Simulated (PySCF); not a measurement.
CH₈N₂OSi, SMILES CN[Si@@H](N)O. Geometry: PBE-D3(BJ)/def2-SVP. The structure was generated by enumeration; whether it is a known compound was not checked. One conformer was computed; it need not be the lowest.

**Question.** Give the equilibrium geometry at PBE-D3(BJ)/def2-SVP (PySCF confirms it by a frequency run) as Cartesian coordinates in Å. (Estimate from the structure and the level; the computed values follow.)

**Answer.** One answer among several that fit: 
```xyz
13

C      2.0472    -0.5775     1.1309
N      1.1787     0.1914     0.2634
Si    -0.5261    -0.0176     0.0474
N     -1.1226     1.5282    -0.4371
O     -1.0948    -1.0064    -1.1990
H      1.4364    -1.1160     1.8852
H      2.7571     0.0675     1.6970
H      2.6554    -1.3470     0.5978
H      1.6672     0.7484    -0.4428
H     -0.9672    -0.6536     1.3470
H     -2.0338     1.6009    -0.8924
H     -0.8927     2.3634     0.1019
H     -1.1742    -1.9390    -0.9361
```
Charge 0, spin multiplicity 1.
